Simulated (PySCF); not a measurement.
Input for PySCF: R-HF/STO-3G on C4H6O (SMILES C=COC=C).

```python
from pyscf import gto, scf, dft, mp
from pyscf.data.elements import chemcore

mol = gto.M(
    atom='''
    C    -1.87794938   -0.01924172   -0.28103330
    C    -1.09140808    0.94123402    0.18970665
    O     0.26497903    0.90299493    0.32991656
    C     0.89254436   -0.31398768    0.30662951
    C     2.12570338   -0.45033601   -0.15285650
    H    -1.50327791   -0.96580082   -0.64218635
    H    -2.94271451    0.15315290   -0.32740655
    H    -1.46863516    1.90329650    0.50959343
    H     0.31789101   -1.12643968    0.73816279
    H     2.66257694    0.38284002   -0.58473874
    H     2.62029033   -1.40771244   -0.08578752
    ''',
    basis='sto-3g',
    charge=0, spin=0, verbose=3, max_memory=1800)
mf = scf.RHF(mol)
mf.conv_tol = 1e-8
mf.max_cycle = 100
mf.kernel()
if not mf.converged:
    mf = mf.newton().run(mf.mo_coeff, mf.mo_occ)
```

Program output:

```
converged SCF energy = -226.854777667297
```

The run converged.

Cost: roughly 0.29 core-seconds.
